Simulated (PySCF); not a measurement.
Molfile (atoms numbered from 1):
```
C9H21P
     RDKit          3D

 31 30  0  0  0  0  0  0  0  0999 V2000
    1.2095   -2.2271    1.3684 C   0  0  0  0  0  0  0  0  0  0  0  0
    1.1897   -0.7919    0.8504 C   0  0  0  0  0  0  0  0  0  0  0  0
    2.6119   -0.2631    0.6799 C   0  0  0  0  0  0  0  0  0  0  0  0
    0.3098   -0.7106   -0.8015 P   0  0  0  0  0  0  0  0  0  0  0  0
   -1.3837   -1.4149   -0.3987 C   0  0  0  0  0  0  0  0  0  0  0  0
   -2.1595   -0.7793    0.7471 C   0  0  0  0  0  0  0  0  0  0  0  0
   -2.2189   -1.4751   -1.6754 C   0  0  0  0  0  0  0  0  0  0  0  0
   -0.0578    1.1279   -1.0293 C   0  0  0  0  0  0  0  0  0  0  0  0
   -0.0976    2.0009    0.2206 C   0  0  0  0  0  0  0  0  0  0  0  0
    0.8892    1.7112   -2.0770 C   0  0  0  0  0  0  0  0  0  0  0  0
    0.2092   -2.5833    1.6553 H   0  0  0  0  0  0  0  0  0  0  0  0
    1.8536   -2.3045    2.2594 H   0  0  0  0  0  0  0  0  0  0  0  0
    1.6097   -2.9191    0.6088 H   0  0  0  0  0  0  0  0  0  0  0  0
    0.6616   -0.1606    1.5848 H   0  0  0  0  0  0  0  0  0  0  0  0
    3.1602   -0.3065    1.6353 H   0  0  0  0  0  0  0  0  0  0  0  0
    3.1675   -0.8653   -0.0568 H   0  0  0  0  0  0  0  0  0  0  0  0
    2.6324    0.7810    0.3340 H   0  0  0  0  0  0  0  0  0  0  0  0
   -1.1443   -2.4565   -0.1202 H   0  0  0  0  0  0  0  0  0  0  0  0
   -1.5724   -0.7306    1.6767 H   0  0  0  0  0  0  0  0  0  0  0  0
   -3.0728   -1.3585    0.9638 H   0  0  0  0  0  0  0  0  0  0  0  0
   -2.4804    0.2436    0.4958 H   0  0  0  0  0  0  0  0  0  0  0  0
   -1.6696   -1.9630   -2.4946 H   0  0  0  0  0  0  0  0  0  0  0  0
   -3.1524   -2.0358   -1.5053 H   0  0  0  0  0  0  0  0  0  0  0  0
   -2.5069   -0.4680   -2.0197 H   0  0  0  0  0  0  0  0  0  0  0  0
   -1.0705    1.1204   -1.4712 H   0  0  0  0  0  0  0  0  0  0  0  0
    0.8983    2.0977    0.6795 H   0  0  0  0  0  0  0  0  0  0  0  0
   -0.4306    3.0199   -0.0387 H   0  0  0  0  0  0  0  0  0  0  0  0
   -0.7814    1.6152    0.9884 H   0  0  0  0  0  0  0  0  0  0  0  0
    0.6101    2.7489   -2.3251 H   0  0  0  0  0  0  0  0  0  0  0  0
    0.8776    1.1198   -3.0042 H   0  0  0  0  0  0  0  0  0  0  0  0
    1.9294    1.7282   -1.7136 H   0  0  0  0  0  0  0  0  0  0  0  0
  1  2  1  0
  2  3  1  0
  2  4  1  0
  4  5  1  0
  5  6  1  0
  5  7  1  0
  4  8  1  0
  8  9  1  0
  8 10  1  0
  1 11  1  0
  1 12  1  0
  1 13  1  0
  2 14  1  0
  3 15  1  0
  3 16  1  0
  3 17  1  0
  5 18  1  0
  6 19  1  0
  6 20  1  0
  6 21  1  0
  7 22  1  0
  7 23  1  0
  7 24  1  0
  8 25  1  0
  9 26  1  0
  9 27  1  0
  9 28  1  0
 10 29  1  0
 10 30  1  0
 10 31  1  0
M  END
```

Geometry: PBE0-D3(BJ)/def2-SVP; GIAO absolute shieldings from PySCF 2.14.0 with density-fitted response routines, gas phase, non-relativistic, averaged over equivalent atoms.

At WP04/pcSseg-1 (282 basis functions, 90 s wall time on 1 thread of an Arm Neoverse V2, shared host):
```json
{"atoms": "C2/C5/C8", "σ (ppm)": "144.6"}
{"atoms": "C1/C3/C6/C7/C9/C10", "σ (ppm)": "149.8"}
{"atoms": "P4", "σ (ppm)": "262.3"}
{"atoms": "H14/H18/H25", "σ (ppm)": "30.12"}
{"atoms": "H11/H12/H13/H15/H16/H17/H19/H20/H21/H22/H23/H24/H26/H27/H28/H29/H30/H31", "σ (ppm)": "30.52"}
```

Predict the values at PBE0/pcSseg-1 on the same geometry.

Results:


| atoms | σ at PBE0/pcSseg-1 | change |
| --- | --- | --- |
| C2/C5/C8 | 161.0 | +16.4 |
| C1/C3/C6/C7/C9/C10 | 162.6 | +12.8 |
| P4 | 314.1 | +51.8 |
| H14/H18/H25 | 29.76 | -0.36 |
| H11/H12/H13/H15/H16/H17/H19/H20/H21/H22/H23/H24/H26/H27/H28/H29/H30/H31 | 30.19 | -0.33 |

The largest change is at P4 (phosphorus bonded to 3 C). Cost: 282 basis functions, 88 s wall time on 1 thread of an Arm Neoverse V2, shared host.
